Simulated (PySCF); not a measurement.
## Assigning NMR signals

Structure with atom numbers: `[CH3:1][Si:2]([C:3]#[N:4])([C:5]#[N:6])[CH2:7][SiH3:8]`; H(Xn) means a hydrogen on atom n.

Averaged over atoms made equivalent by symmetry, fast rotation or ring inversion, single conformer, in vacuum, non-relativistic Hamiltonian. PBE0/pcSseg-1 with gauge-including orbitals; structure optimised with GFN2-xTB; PySCF 2.14.

Shifts are taken against calculated references (same method and geometry level): ¹³C (σ = 186.93 ppm) and ¹H (σ = 31.72 ppm) vs TMS.

**Question.** Assign these signals to the numbered atoms. ¹³C{¹H} NMR (computed): δ 123.4, -1.0, -5.7.

**Answer.** 
123.4 → C3/C5, nitrile carbon: typical of a nitrile
-1.0 → C1, methyl carbon bonded to Si: an electropositive neighbour leaves it electron-rich and shielded
-5.7 → C7, sp3 CH2 bonded to 2 Si: an electropositive neighbour leaves it electron-rich and shielded

**Question.** Assign these signals to the numbered atoms. ¹H NMR (400 MHz, computed): δ 4.08 (t, 3H), 0.65 (s, 3H), 0.35 (q, 2H).

**Answer.** 
| δ (ppm) | atoms | environment | reason |
| --- | --- | --- | --- |
| 4.08 | H(Si8) | hydrogen on a silicon bonded to C | – |
| 0.65 | H(C1) | hydrogen on a methyl carbon bonded to Si | an electropositive neighbour shields it, as in TMS itself |
| 0.35 | H(C7) | hydrogen on an sp3 CH2 bonded to 2 Si | an electropositive neighbour shields it, as in TMS itself |

Shifts are as computed. Against solution values, carbons near 30 ppm lie about +3 ppm off and those near 130 ppm about +5 ppm. Of 1309 compounds with measured shifts, 239 miss one by over three times the rms of a fit or turn the order of signals round; such compounds aren't used in these exercises. Multiplicities follow the n + 1 count of equivalent neighbours, as no J values were calculated; m marks all less simple cases, F and P coupling included.
